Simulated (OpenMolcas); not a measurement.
**Tm2+: moving or changing the point charges**

Tm2+ among 2 point charges of -1.5 e arranged as a linear pair (D∞h), 2.48 Å from the ion.

```json
{
 "Program": "OpenMolcas 26.06",
 "Method": "CASSCF",
 "Basis": "ANO-RCC-VTZP [8s7p5d3f2g1h]",
 "Scalar Hamiltonian": "DKH2, point nucleus",
 "Active space": "13 electrons in 7 orbitals (4f)",
 "State averaging": "2S+1 = 2 odd, 7 roots",
 "Spin-orbit coupling": "RASSI with atomic mean-field integrals over the reference wave functions"
}
```

Runs around this geometry, states (labels by Λ). Energies in cm-1 above the lowest state or level, χT in cm3 K/mol.

| R (Å) | Ground state | First state of that spin | First gap with spin-orbit (degeneracies) | Width of lowest J | χT at 300 K |
| --- | --- | --- | --- | --- | --- |
| 2.48 | 2Σ | 2Π 426.5 | 532.6 (2, 2) | 2748 | 2.144 |
| 2.64 | 2Σ | 2Π 341.6 | 435.4 (2, 2) | 2283 | 2.222 |
| 2.84 | 2Σ | 2Π 265.0 | 344.7 (2, 2) | 1837 | 2.299 |

Taking the width of the lowest J multiplet as R^-n, n = -ln(1837 / 2748) / ln(2.84 / 2.48) = 3.0 between the shortest and longest distance.

Point charges carry no covalency, so the field is a model and not that of real ligands. No measured value stands beside these numbers.
